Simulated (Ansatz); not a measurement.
The same path of BClF2 + Cl (5 atoms, charge 0, multiplicity 2) was run twice with different band settings. Made: B1–Cl5.

All numbers below come from UKS PBE0-D4/def2-SVP in Ansatz 0.2.0.

Relaxed end points:

```xyz
5
Properties=species:S:1:pos:R:3
B 0.113 0.001 0.275
Cl 1.171 0.021 1.678
F 0.644 -0.021 -0.919
F -1.182 0.009 0.421
Cl -0.745 -0.010 3.784
```

```xyz
5
Properties=species:S:1:pos:R:3
B -0.118 -0.025 0.761
Cl 1.338 0.903 1.653
F 0.319 -0.965 -0.064
F -1.064 0.807 0.349
Cl -0.476 -0.719 2.541
```

Common settings: movable images 7; climbing image yes; spring 5.0 eV/Å²; optimiser quadratic models (default); force threshold 0.03 eV/Å; end points relaxed.

| run | start path | iteration limit |
| --- | --- | --- |
| 1 | through a guess of the saddle point | 57 |
| 2 | straight line | 60 |

**Question.** What does each run give, and how far can it be trusted?

**Answer.** Run 1: not converged after 57 iterations, highest image 0.000 eV above the first end. The band didn't meet its force threshold, so its energies are provisional: the largest band force was still 0.79 eV/Å, and over the last iterations the top stayed at 0.00 eV.
Run 2: converged after 31 iterations, highest image 0.000 eV above the first end. The highest image is an end point: on this band no image between the ends rises above it.
